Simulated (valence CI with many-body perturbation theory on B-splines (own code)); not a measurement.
# Ladder of approximations for Xe V

Method: configuration interaction combined with many-body perturbation theory (CI+MBPT): four valence electrons over a frozen Dirac-Fock core [Kr] 4d10, a basis of 11 s, 11 p, 9 d, 7 f, 5 g, 2 h, 1 i functions for each j, with the one-electron correlation potential Σ1 (screened to all orders), the two-electron term Σ2, the three-electron term Σ3, Breit, model QED; selected single and double excitations, second order for the rest, scaled by the run's own slope (own B-spline code, finite nucleus).

Against 45 measured levels this calculation errs by 319 cm⁻¹ on average and by 643 at most. These come from a selection out of Saloman, J. Phys. Chem. Ref. Data 33, 765 (2004). Levels without a partner in it may be off by more. 7 measured levels below the end of the list, from 169673 cm⁻¹ on, found no clear computed partner, and computed levels of the same name lie up to 2907 cm⁻¹ from them.

Each rung adds one term. CI alone is the Dirac-Coulomb CI over the frozen core; QED comes last and gives the full result, which names the levels. Energies are above 5s2.5p2 3P_0 on the same rung, in cm⁻¹.

Names give the largest LS component (configuration and term), which can be under half, so a name can repeat, a term be missing and a line seem to break the LS rules; names also repeat where a configuration has a term twice. Letters in brackets count levels of one name in rising energy.

```
              Level  CI alone    + Σ1    + Σ2    + Σ3  + Breit    Full
       5s2.5p2 3P_1      8640    9219    9385    9423     9262    9284
       5s2.5p2 3P_2     13476   14193   14248   14303    14112   14135
       5s2.5p2 1D_2     27286   28608   28643   28724    28391   28433
       5s2.5p2 1S_0     43742   45276   44922   44807    44490   44528
       5s.5p3 5S°_2     85210   88126   92172   92258    92127   91847
       5s.5p3 3D°_1    110248  113592  115442  115499   115364  115107
       5s.5p3 3D°_2    110832  114242  116262  116323   116156  115902
       5s.5p3 3D°_3    114384  118034  120130  120214   119974  119728
       5s.5p3 3P°_0    128760  132594  133757  133716   133494  133247
       5s.5p3 3P°_1    129968  133904  134968  134937   134683  134441
       5s.5p3 3P°_2    130077  134143  135070  135088   134815  134604
    5s2.5p.5d 1D°_2    141019  145718  146220  146292   145903  145758
       5s.5p3 3S°_1    160406  164478  156735  156597   156423  156160
    5s2.5p.5d 3F°_2    152129  157222  156756  156952   156600  156589
    5s2.5p.5d 3F°_3    155981  161306  160908  161108   160705  160722
    5s2.5p.5d 3F°_4    164374  170223  170160  170370   169816  169854
       5s.5p3 1P°_1    170299  175368  170613  170578   170231  170097
5s2.5p.5d 3P°_2 [a]    171141  176330  171716  171769   171452  171417
    5s2.5p.5d 3D°_1    174561  179672  173980  173947   173611  173539
```

(1) How does the ionisation energy move along the ladder, and which term matters most?

## Answers

(1) CI alone 54.064, + Σ1 55.235, + Σ2 54.835, + Σ3 54.815, + Breit 54.777, + QED 54.783 eV. The largest step is Σ1, 1.171 eV. NIST lists 54.1 ± 0.5 eV (semi-empirical).
